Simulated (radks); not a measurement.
Values are calculated unless marked as measured or tabulated.
Effect of the nuclear size on neutral terbium, [Xe] 4f9 6s2. Code: a radial shooting solver on a logarithmic mesh with Libxc functionals. Model: Dirac Kohn-Sham, PBE, spin-unpolarised, spherical densities, finite nucleus; open shells fill j = l - 1/2 first; Fermi nuclear charge, rms radius 5.06 fm. The rms radius is varied about that value; shifts are against it.

| rms radius (fm) | total energy shift (eV) | density at nucleus (e/bohr^3) | 1s1/2 shift (meV) | 2s1/2 shift (meV) | 5s1/2 shift (meV) | 5p1/2 shift (meV) | 6s1/2 shift (meV) | 4f7/2 shift (meV) | 6p1/2 (empty) shift (meV) |
|---|---|---|---|---|---|---|---|---|---|
| 4.2605 | -6.58 | 7.185e+05 | -2710 | -352 | -2.60 | 0.319 | -0.099 | 0.513 | 0.103 |
| 4.9082 | -1.31 | 6.922e+05 | -540 | -70.2 | -0.520 | 0.064 | -0.020 | 0.102 | 0.021 |
| 5.06 | 0 | 6.867e+05 | 0.000 | 0.000 | 0.000 | 0.000 | 0.000 | 0.000 | 0.000 |
| 5.3181 | 2.30 | 6.778e+05 | 947 | 123 | 0.911 | -0.112 | 0.034 | -0.179 | -0.036 |
| 5.6621 | 5.50 | 6.667e+05 | 2260 | 294 | 2.18 | -0.267 | 0.082 | -0.428 | -0.086 |

Slopes of the eigenvalues against <r^2> in GHz/fm^2, as finite differences over the two radii next to the reference (eigenvalue slopes, not the field-shift constants of lines): 1s1/2 85800, 2s1/2 11100, 5s1/2 82.5, 5p1/2 -10.1, 6s1/2 3.12, 4f7/2 -16.2, 6p1/2 (empty) -3.26.
